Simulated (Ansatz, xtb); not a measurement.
Ligand exchange: C2H6AlBr + SiH3(OH) → C2H7AlO + SiH3Br

Gas-phase species: C2H6AlBr `C[CH2][AlH][Br]`, singlet; SiH3(OH) (silanol), singlet; C2H7AlO `C[CH2][AlH][OH]`, singlet; SiH3Br `[SiH3]Br`, singlet. The partners trade Br for OH: Al–Br and Si–OH bonds give way to Al–OH and Si–Br.

Shapes, held fixed at every level: PBE0-D4/def2-TZVP. Flexible molecules stand in one conformer, not always the lowest. Programs: Ansatz 0.2.0, xtb 6.7.1. The zero-point and thermal change to 298 K, harmonic and unscaled (PBE0-D4/def2-TZVP), is -1.3 kJ/mol.

```csv
level,kind,ΔH(298 K) (kJ/mol),less CCSD(T)/def2-TZVPP
GFN0-xTB,semi-empirical,+49.9,+23.8
PBE-D4/def2-TZVPP,GGA,+19.3,-6.8
r2SCAN-D4/def2-TZVPP,meta-GGA,+23.9,-2.2
r2SCAN0-D4/def2-TZVPP,global hybrid,+26.7,+0.6
wB97M-V/def2-TZVPP,range-separated hybrid,+24.5,-1.6
wB97X-V/def2-TZVPP,range-separated hybrid,+24.6,-1.5
CCSD/def2-SVP,coupled cluster or CI,+22.6,-3.5
CCSD/def2-TZVPP,coupled cluster or CI,+27.1,+1.0
CCSD(T)/def2-TZVPP,coupled cluster or CI,+26.1,0.0
```

The highest level, CCSD(T)/def2-TZVPP, gives ΔH(298 K) = +26.1 kJ/mol; the levels span +19.3 to +49.9. The column of differences is taken from that level and isn't an error. No measured value is set beside it here. Relativity is left out for Br. Outer-core shells of Br are correlated, in sets that cover them unevenly.
